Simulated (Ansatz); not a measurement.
Molecular dynamics of K

input.yaml

```yaml
accuracy: low
crystal:
  lattice:
    - [10.46, 0.0, 0.0]
    - [0.0, 10.46, 0.0]
    - [0.0, 0.0, 10.46]
  atoms:
    - { symbol: K, position: [-0.0099253, -0.00245809, 0.00383925] }
    - { symbol: K, position: [0.49021607, 0.02461111, -0.00319215] }
    - { symbol: K, position: [-0.00728737, 0.50867874, 0.00388516] }
    - { symbol: K, position: [0.03928769, 0.04179136, 0.50339794] }
    - { symbol: K, position: [0.26260527, 0.24379873, 0.22973594] }
    - { symbol: K, position: [0.48620511, 0.48276935, -0.00281016] }
    - { symbol: K, position: [0.50347156, 0.0046322, 0.5011607] }
    - { symbol: K, position: [0.75665226, 0.25829248, 0.25680649] }
    - { symbol: K, position: [0.07140023, 0.43752662, 0.50415645] }
    - { symbol: K, position: [0.24925662, 0.75256299, 0.24714934] }
    - { symbol: K, position: [0.26069203, 0.24345133, 0.77370312] }
    - { symbol: K, position: [0.49862806, 0.49817481, 0.50120443] }
    - { symbol: K, position: [0.68635276, 0.75859795, 0.19497384] }
    - { symbol: K, position: [0.75792165, 0.25829182, 0.74602666] }
    - { symbol: K, position: [0.24685856, 0.75249342, 0.75400053] }
    - { symbol: K, position: [0.70119384, 0.7578128, 0.79561507] }
    - { symbol: K, position: [0.87646994, 0.72180597, 0.48687168] }
basis:
  ecutwfc: 420.0
kpoints:
  mp_grid: { grid: [1, 1, 1] }
hamiltonian:
  xc: pbe
scf:
  occupations: { method: fermi_dirac, width: 0.05 }
  lower_state_search: "off"
md:
  timestep: 2
  n_steps: 300
  ensemble: nvt_nose_hoover
  temperature: 900.0
  initial_velocities: maxwell_boltzmann
  seed: 155281
  nose_hoover: { tau: 100.0, chain_length: 3 }
```

Run as:

```bash
$ ansatz run input.yaml --threads 2 --pin off --max-ram 5120MiB --backend cpu --events-out ev --progress --plain --runs-dir out
```

It starts from a relaxed structure.

Output, in part (step lines):

```
md step     0: t =     0.00 fs  T =   900.0 K  F+E_penalty+E_count = -26140.08592537 eV  E_kin = 1.861344 eV  conserved = -26138.22458138 eV  (9 SCF iters)
md step     1: t =     2.00 fs  T =   899.2 K  F+E_penalty+E_count = -26140.08435523 eV  E_kin = 1.859775 eV  conserved = -26138.22458080 eV  (6 SCF iters)
md step     2: t =     4.00 fs  T =   897.7 K  F+E_penalty+E_count = -26140.08119568 eV  E_kin = 1.856617 eV  conserved = -26138.22457995 eV  (6 SCF iters)
md step     3: t =     6.00 fs  T =   895.4 K  F+E_penalty+E_count = -26140.07646203 eV  E_kin = 1.851890 eV  conserved = -26138.22457895 eV  (6 SCF iters)
md step     4: t =     8.00 fs  T =   892.4 K  F+E_penalty+E_count = -26140.07017513 eV  E_kin = 1.845618 eV  conserved = -26138.22457773 eV  (6 SCF iters)
md step     5: t =    10.00 fs  T =   888.6 K  F+E_penalty+E_count = -26140.06236118 eV  E_kin = 1.837831 eV  conserved = -26138.22457582 eV  (2 SCF iters)
md step     6: t =    12.00 fs  T =   884.2 K  F+E_penalty+E_count = -26140.05305152 eV  E_kin = 1.828569 eV  conserved = -26138.22457325 eV  (3 SCF iters)
md step     7: t =    14.00 fs  T =   879.0 K  F+E_penalty+E_count = -26140.04228248 eV  E_kin = 1.817872 eV  conserved = -26138.22457057 eV  (2 SCF iters)
[... lines left out ...]
md step   299: t =   598.00 fs  T =   972.0 K  F+E_penalty+E_count = -26138.07314742 eV  E_kin = 2.010180 eV  conserved = -26138.22441437 eV  (3 SCF iters)
md step   300: t =   600.00 fs  T =   972.6 K  F+E_penalty+E_count = -26138.08298042 eV  E_kin = 2.011393 eV  conserved = -26138.22441418 eV  (7 SCF iters)
```

The steps, from the saved trajectory:

| time (fs) | T (K) | potential energy less start (eV) | conserved less start (meV/atom) |
| --- | --- | --- | --- |
| 0.0 | 900 | 0.000 | 0.00 |
| 20.0 | 860 | 0.084 | 0.00 |
| 40.0 | 763 | 0.292 | 0.00 |
| 60.0 | 647 | 0.557 | 0.01 |
| 80.0 | 555 | 0.800 | 0.01 |
| 100.0 | 520 | 0.965 | 0.01 |
| 120.0 | 557 | 1.032 | 0.01 |
| 140.0 | 652 | 1.029 | 0.01 |
| 160.0 | 753 | 1.016 | 0.01 |
| 180.0 | 804 | 1.059 | 0.00 |
| 200.0 | 794 | 1.180 | 0.01 |
| 220.0 | 752 | 1.347 | 0.01 |
| 240.0 | 714 | 1.502 | 0.01 |
| 260.0 | 705 | 1.606 | 0.01 |
| 280.0 | 727 | 1.664 | 0.01 |
| 300.0 | 761 | 1.716 | 0.01 |
| 320.0 | 781 | 1.810 | 0.01 |
| 340.0 | 777 | 1.958 | 0.01 |
| 360.0 | 776 | 2.102 | 0.01 |
| 380.0 | 820 | 2.153 | 0.02 |
| 400.0 | 925 | 2.084 | 0.01 |
| 420.0 | 1053 | 1.958 | 0.01 |
| 440.0 | 1140 | 1.885 | 0.01 |
| 460.0 | 1146 | 1.928 | 0.01 |
| 480.0 | 1079 | 2.069 | 0.01 |
| 500.0 | 978 | 2.247 | 0.01 |
| 520.0 | 892 | 2.381 | 0.02 |
| 540.0 | 869 | 2.386 | 0.02 |
| 560.0 | 906 | 2.267 | 0.01 |
| 580.0 | 952 | 2.119 | 0.01 |
| 600.0 | 973 | 2.003 | 0.01 |

The run went to its last step. The conserved energy stayed within 0.018 meV per atom of its start (net change 0.0098 meV per atom), so the integration is sound. A run of 0.6 ps of so small a system gives no equilibrium averages. Limits of this set-up: coarse k mesh, low accuracy level.

Mean squared displacements from the first frame to the last, about the centre of mass: K 5.24 Å².

Last frame:

```xyz
17
Lattice="10.4600 0.0000 0.0000 0.0000 10.4600 0.0000 0.0000 0.0000 10.4600" Properties=species:S:1:pos:R:3
K -0.127 1.376 -1.176
K 5.833 0.900 -0.093
K -1.645 3.822 0.552
K 2.755 -1.393 6.649
K 2.509 3.091 2.672
K 6.281 4.131 3.242
K 5.828 0.017 3.456
K 9.807 2.083 4.649
K 0.900 5.851 3.175
K 2.433 9.477 0.713
K 3.288 2.847 7.186
K 4.891 6.476 5.121
K 8.358 7.875 1.685
K 6.984 3.004 6.481
K 0.270 5.252 7.519
K 5.456 6.610 9.728
K 8.040 9.111 6.395
```

Run time: 11 min on 2 threads of Arm Neoverse V1, with other jobs on the host, peak memory 0.73 GiB.
